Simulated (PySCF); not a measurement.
methoxycyclobutane (C5H10O), SMILES COC1CCC1.

Geometry: PBE-D3(BJ)/def2-SVP. One conformer was computed; it need not be the lowest.

Method: PySCF 2.14.0 with PBE-D3(BJ)/def2-SVP.

Frequencies are harmonic and unscaled.

Q: List the normal modes with their intensities. (The exact figures need the calculation; the answer reports its results.)

A: 
```tsv
mode	ν (cm⁻¹)	IR (km/mol)	moving atoms (share of kinetic energy)
1	103	2.4	C 51 %, H 34 %, O 15 %
2	143	0.8	H 51 %, C 42 %
3	201	0.7	H 81 %, C 18 %
4	260	2.6	H 42 %, C 36 %, O 22 %
5	433	0.7	C 55 %, H 27 %, O 18 %
6	446	5.4	H 37 %, C 36 %, O 27 %
7	598	1.4	C 42 %, H 41 %, O 17 %
8	740	4.3	H 70 %, C 24 %
9	765	0.3	H 81 %, C 18 %
10	875	0.5	C 55 %, H 44 %
11	921	2.6	H 62 %, C 38 %
12	926	0.6	H 64 %, C 36 %
13	953	8.5	C 60 %, H 33 %
14	1034	11.4	C 55 %, H 42 %
15	1045	19.9	C 58 %, H 25 %, O 17 %
16	1102	1.4	C 56 %, H 43 %
17	1138	6.2	H 70 %, C 23 %
18	1141	25.2	H 62 %, C 31 %
19	1155	54.6	H 49 %, C 34 %, O 18 %
20	1180	46.5	H 59 %, C 28 %, O 13 %
21	1196	1.5	H 77 %, C 22 %
22	1207	1.9	H 76 %, C 23 %
23	1214	36.0	H 56 %, C 33 %, O 11 %
24	1225	41.1	H 55 %, C 38 %
25	1256	2.3	H 60 %, C 39 %
26	1337	55.9	H 74 %, C 24 %
27	1391	2.9	H 91 %, C 9 %
28	1404	5.5	H 95 %
29	1405	4.6	H 93 %
30	1414	0.7	H 89 %, C 10 %
31	1431	17.2	H 92 %, C 8 %
32	1444	2.1	H 84 %, C 16 %
33	2882	39.4	H 94 %
34	2892	91.9	H 96 %
35	2947	51.9	H 91 %, C 9 %
36	2991	34.3	H 95 %
37	2999	28.2	H 95 %
38	3003	17.7	H 94 %
39	3053	6.2	H 90 %, C 10 %
40	3060	21.5	H 91 %, C 9 %
41	3062	21.0	H 90 %, C 10 %
42	3071	35.6	H 90 %, C 10 %
```
